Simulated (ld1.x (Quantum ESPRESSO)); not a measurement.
Results of a calculation; reference values are marked as such.
## Pseudopotentials across the periodic table

Generated with ld1.x 7.5 (TM, RRKJ, ultrasoft, PAW), atompaw 4.2 or ONCVPSP 4.0.1. The cutoff is in Ry: for ld1.x and atompaw files where the sum of valence levels is converged to 10 mRy in a Bessel basis, for ONCV files where the hardest occupied wave has 1 mHa per electron of residual kinetic energy. The error is the largest all-electron minus pseudo excitation energy over each file’s own four to seven test configurations (ionisations up to +4, promotions, holes and added fractions of an electron), all of which were solved. The labels leave out finer settings (local radius, basis sizes, second energies), which also bear on the numbers. Spin-polarised tests are not counted. The rows are a selection from randomly drawn settings: files with unsolved tests, undetermined cutoffs or missed reference levels are left out.

A true bound ghost makes a file unfit for plane-wave use even where its test errors are small: the radial tests pick states by their node count and pass the ghost by.

| element | potential | cutoff (Ry) | largest error (meV) | bound ghosts |
| --- | --- | --- | --- | --- |
| O | TM, PBE, scalar-relativistic, rc 0.95/1.10/0.85 (spd), local d, core correction no, reference 2s2 2p3.75 | 100 | +1023 | none |
| Ga | TM, PBE, scalar-relativistic, rc 1.65/1.85 (sp), local smoothed, core correction no, reference 4s1 4p2 | 12 | +97 | none |
| Se | RRKJ, PW91, scalar-relativistic, rc 1.10/1.95 (sp), local s, core correction yes, reference 4s2 4p4 | 80 | -45 | p |
| Zr | TM semilocal, PBEsol, scalar-relativistic, rc 2.85/3.80/1.80 (spd), local d, core correction yes, reference 4d2 5s2 5p0 | 30 | -250 | none |
| Ru | PAW, PBE, scalar-relativistic, rc 2.70/1.75/2.15 (spd), local smoothed, core correction yes, reference 4p6 4d7 5s0.5 5p0.5 | 30 | -46 | none |
| Sn | TM, LDA (PZ), scalar-relativistic, rc 1.90/1.90/1.30 (spd), local s, core correction no, reference 4d10 5s2 5p2 | 100 | -281 | none |
| Te | TM, BLYP, scalar-relativistic, rc 1.76/2.20 (sp), local s, core correction yes, reference 5s2 5p1 | 30 | -35 | none |
| Pb | RRKJ, PBEsol, scalar-relativistic, rc 2.00/2.55 (sp), local p, core correction yes, reference 6s2 6p1 | 35 | -447 | d |
| Bi | TM semilocal, LDA (PZ), scalar-relativistic, rc 1.85/1.85/1.50 (spd), local p, core correction yes, reference 6s2 6p3 | 35 | -857 | d |

(1) Fill in the row for Zr: TM semilocal, PBE, scalar-relativistic, rc 3.40/3.15/1.75 (spd), local s, core correction yes, reference 4d2 5s2 5p0.

Answers

(1) cutoff 30 Ry, largest error -248 meV, bound ghosts: none.
